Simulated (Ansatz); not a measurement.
`[NH2][Mg][NH2]` + `[SiH3][N]([SiH3])[Mg][Cl]` → `[NH2][Mg][N]([SiH3])[SiH3]` + `[NH2][Mg][Cl]`  (redistribution)

Calculated with Ansatz (gas phase, PBE0-D4/def2-TZVP geometries, no zero-point term in ΔE). CCSD(T)/CBS adds triple-zeta CCSD(T) − MP2 to the extrapolated MP2 energy (def2 sets, frozen cores). Functionals use def2-TZVPP. B3LYP here is the variant with VWN-RPA as its local correlation; programs differ in this. HSE06 is defined as in plane-wave codes. For Mg outer-core shells are correlated without core-valence functions, which leaves a few kJ/mol of doubt a bond. One conformer a species, not always the lowest.

`[NH2][Mg][NH2]`:

```xyz
7

N     0.572    0.464   -1.736
Mg    0.000    0.000    0.000
N    -0.572   -0.464    1.736
H     0.701    1.398   -2.095
H     0.807   -0.175   -2.481
H    -1.526   -0.598    2.037
H     0.017   -0.625    2.539
```

`[SiH3][N]([SiH3])[Mg][Cl]`:

Cartesian coordinates in Å:
```
Si 1.208 1.135 0.105
N 0.046 -0.116 -0.019
Si -1.653 0.058 0.094
Mg 0.704 -1.883 -0.314
Cl 1.456 -3.894 -0.650
H 1.198 1.826 1.426
H 2.554 0.494 -0.061
H 1.072 2.179 -0.950
H -2.111 0.580 1.412
H -2.240 -1.312 -0.080
H -2.233 0.934 -0.963
```

`[NH2][Mg][N]([SiH3])[SiH3]`:

Cartesian coordinates in Å:
```
N 0.381 2.371 -2.186
Mg 0.161 1.001 -0.923
N -0.064 -0.404 0.373
Si 1.361 -1.064 1.041
Si -1.670 -0.859 0.732
H 1.255 2.787 -2.470
H -0.352 2.827 -2.708
H 1.544 -2.517 0.757
H 1.474 -0.887 2.518
H 2.516 -0.338 0.416
H -2.567 0.004 -0.107
H -2.055 -0.643 2.157
H -1.984 -2.278 0.400
```

`[NH2][Mg][Cl]`:

Cartesian coordinates in Å:
```
N 0.706 -0.448 -0.445
Mg -0.691 0.438 0.435
Cl -2.319 1.471 1.460
H 1.062 -1.366 -0.227
H 1.242 -0.095 -1.223
```

Is it downhill or uphill in electronic energy at CCSD(T)/CBS, and by how much? (Estimate.)

Computed: Downhill: ΔE = -4.0 kJ/mol.

What do these levels give: LDA (SPW92), PBE-D4, revPBE-D4, B3LYP-D4, HSE06, HF/def2-QZVPP? (An estimate is asked.)

The calculation gave: LDA (SPW92) -3.9, PBE-D4 -3.6, revPBE-D4 -3.6, B3LYP-D4 -3.8, HSE06 -4.3, HF/def2-QZVPP -5.1 kJ/mol.

Largest T1 diagnostic among the species: 0.010.

Leaving LDA and LC-ωPBE aside and taking each functional with its dispersion term where it has one, the values, not all of them listed here, spread over 1.9 kJ/mol, from B97M-V to BLYP-D4.
